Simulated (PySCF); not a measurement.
## Pd (palladium, neutral): UHF calculation

Configuration: [Kr] 4d9 5p1, one real determinant (an excited configuration). All numbers are calculated (PySCF 2.14, a scalar-relativistic core potential, in aug-cc-pVDZ-PP with ECP28MDF (5s5p4d2f, 54 functions)).

| Item | Value |
| --- | --- |
| Total energy | -126.502221 hartree |
| One-electron energy | -224.0441 hartree |
| Hartree (Coulomb) energy | 109.4520 hartree |
| Exchange energy | -11.9101 hartree |
| ⟨S²⟩ | 2.0018 |
| ⟨L²⟩ | 8.041 |
| Sum of ⟨r⟩ | 26.66 bohr |
| Sum of ⟨r²⟩ | 64.31 bohr² |
| Traceless quadrupole moment −½Σ⟨3z² − r²⟩ along its main axis | -12.0 e·bohr² |

```json
{"shell": "4s α", "electrons": "1", "mean orbital energy (hartree)": "-4.11377", "spread (hartree)": "0", "rms radius, mean of both spins (bohr)": "1.02"}
{"shell": "4s β", "electrons": "1", "mean orbital energy (hartree)": "-4.04107", "spread (hartree)": "0", "rms radius, mean of both spins (bohr)": "1.02"}
{"shell": "4p α", "electrons": "3", "mean orbital energy (hartree)": "-2.67872", "spread (hartree)": "0.06044", "rms radius, mean of both spins (bohr)": "1.13"}
{"shell": "4p β", "electrons": "3", "mean orbital energy (hartree)": "-2.58927", "spread (hartree)": "0.04775", "rms radius, mean of both spins (bohr)": "1.13"}
{"shell": "4d α", "electrons": "5", "mean orbital energy (hartree)": "-0.55926", "spread (hartree)": "0.06618", "rms radius, mean of both spins (bohr)": "1.60"}
{"shell": "4d β", "electrons": "4", "mean orbital energy (hartree)": "-0.51950", "spread (hartree)": "0.03599", "rms radius, mean of both spins (bohr)": "1.60"}
{"shell": "5p α", "electrons": "1", "mean orbital energy (hartree)": "-0.12722", "spread (hartree)": "0", "rms radius, mean of both spins (bohr)": "5.61"}
```

⟨L²⟩ = 8.04 against 12 for a pure F term, so this real determinant mixes terms. Energies and moments cover only the electrons outside the core potential.
